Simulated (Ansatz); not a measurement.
# Two-coordinate energy map

CH₂FOSi (SMILES [CH2-][Si](=O)F) (charge -1), singlet, PBE0-D4/def2-TZVPD minimum:

| atom | x (Å) | y (Å) | z (Å) |
| --- | --- | --- | --- |
| C1 | -0.2933 | 0.8826 | -0.1994 |
| Si2 | 0.2980 | -0.6622 | 0.2738 |
| O3 | 1.1359 | -1.2099 | 1.4449 |
| F4 | -0.1628 | -1.7935 | -0.8070 |
| H5 | -0.0952 | 1.7715 | 0.3884 |
| H6 | -0.8826 | 1.0115 | -1.1007 |

Rows set the bond length C1–H6 (Å; 1.085 at the minimum), columns the bond length C1–H5 (Å; 1.084), set in this order; the parts move rigidly, in a bend the first-named atom's side turns in the plane, and in a torsion the whole end group turns. CCSD(T) energies count from the value at that structure, in eV. Ansatz 0.2.0; basis: def2-TZVPPD; cores frozen in the correlated methods.

```csv
C1–H6 \ C1–H5,0.889,0.955,1.053,1.166,1.292,1.428,1.572
0.889,1.981,1.368,1.011,1.092,1.503,2.109,?
0.956,1.360,0.747,0.389,0.470,0.882,1.487,2.169
1.053,1.008,0.394,0.036,0.118,0.531,1.137,1.819
1.167,1.088,0.474,0.117,?,0.615,1.223,1.906
1.293,1.498,0.884,0.528,0.613,1.030,1.640,2.324
1.428,2.094,1.481,1.126,?,?,2.242,2.927
1.573,2.776,2.161,1.807,1.894,2.313,2.925,3.611
```

Question: Fill in the withheld cells. (Judge from chemistry; the value comes from the calculation.)

Answer: Computed: (0.889, 1.572): 2.791; (1.167, 1.166): 0.201; (1.428, 1.166): 1.212; (1.428, 1.292): 1.631 eV. These count from the CCSD(T) energy at the PBE0-D4 minimum.

The same grid for a cheaper method: MP2 − CCSD(T), both counted from the minimum, in eV:
```tsv
C1–H6 \ C1–H5	0.889	0.955	1.053	1.166	1.292	1.428	1.572
0.889	-0.024	-0.021	-0.014	-0.001	0.022	0.057	0.111
0.956	-0.021	-0.018	-0.012	0.001	0.023	0.059	0.112
1.053	-0.014	-0.012	-0.006	0.007	0.028	0.063	0.115
1.167	-0.001	0.001	0.007	0.018	0.039	0.073	0.124
1.293	0.022	0.023	0.028	0.039	0.059	0.091	0.141
1.428	0.057	0.059	0.063	0.072	0.091	0.122	0.170
1.573	0.111	0.112	0.115	0.124	0.141	0.170	0.216
```

The T1 diagnostic stays at or below 0.018.

For scale, one of the runs: CCSD(T)/def2-TZVPPD, 199 basis functions (an equivalent command: `ansatz run in.yaml --threads 2`). Time: 28 s of wall clock on 2 CPU threads; the host was shared. Peak host memory: 2.6 GiB.
